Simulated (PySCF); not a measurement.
**How the method changes the constants of KBi**

State: ³Σ⁻ (triplet), unpaired electrons π ↑↑. Set-up: K def2-SVP, Bi def2-SVP with ECP60; scalar-relativistic core potentials (PySCF 2.14). De refers to K + Bi in their high-spin ground configurations, without counterpoise correction. The functionals are run spin-unrestricted. A positive dipole means K(−)Bi(+).

```json
{"Level": "ROHF", "Re (Å)": "3.476", "ωe (cm⁻¹)": "131", "De (eV)": "0.067", "μ (D)": "-10.81"}
{"Level": "ROHF-MP2", "Re (Å)": "3.452", "ωe (cm⁻¹)": "130", "De (eV)": "0.60", "μ (D)": "n/a"}
{"Level": "ROHF-SCS-MP2", "Re (Å)": "3.466", "ωe (cm⁻¹)": "128", "De (eV)": "0.59", "μ (D)": "n/a"}
{"Level": "ROHF-CCSD", "Re (Å)": "3.490", "ωe (cm⁻¹)": "121", "De (eV)": "0.63", "μ (D)": "n/a"}
{"Level": "ROHF-CCSD(T)", "Re (Å)": "3.497", "ωe (cm⁻¹)": "119", "De (eV)": "0.67", "μ (D)": "n/a"}
{"Level": "LDA", "Re (Å)": "3.330", "ωe (cm⁻¹)": "135", "De (eV)": "1.43", "μ (D)": "-7.58"}
{"Level": "PBE", "Re (Å)": "3.425", "ωe (cm⁻¹)": "124", "De (eV)": "1.13", "μ (D)": "-7.53"}
{"Level": "PW91", "Re (Å)": "3.417", "ωe (cm⁻¹)": "125", "De (eV)": "1.18", "μ (D)": "-7.68"}
{"Level": "BP86", "Re (Å)": "3.423", "ωe (cm⁻¹)": "124", "De (eV)": "1.16", "μ (D)": "-7.84"}
{"Level": "r²SCAN", "Re (Å)": "3.441", "ωe (cm⁻¹)": "124", "De (eV)": "1.05", "μ (D)": "-8.76"}
{"Level": "PBE0", "Re (Å)": "3.407", "ωe (cm⁻¹)": "128", "De (eV)": "1.04", "μ (D)": "-8.60"}
{"Level": "LC-ωPBE", "Re (Å)": "3.366", "ωe (cm⁻¹)": "138", "De (eV)": "0.96", "μ (D)": "-10.48"}
```

The bond length runs from 3.330 Å (LDA) to 3.497 Å (ROHF-CCSD(T)). De spans 0.07 eV (ROHF, mean field) to 1.43 eV (LDA, local density). Correlation at CCSD(T) changes the Hartree–Fock bond energy by +0.60 eV; the triples alone change it by +0.04 eV.

Correlated steps freeze 9 core orbitals. Correlated levels converge slowly with the basis: in double zeta they bind strong bonds too weakly, by up to about 1 eV, and carry superposition errors of some tenths. Spin–orbit coupling is left out, which matters for elements this heavy, above all for dissociation energies. The state was picked by a PBE0 search and need not be the measured ground state.

The whole job (state search and all levels along the bond) took about 1.4 min on 1 thread of Intel Xeon 6975P-C (shared host), peak memory 0.58 GiB.
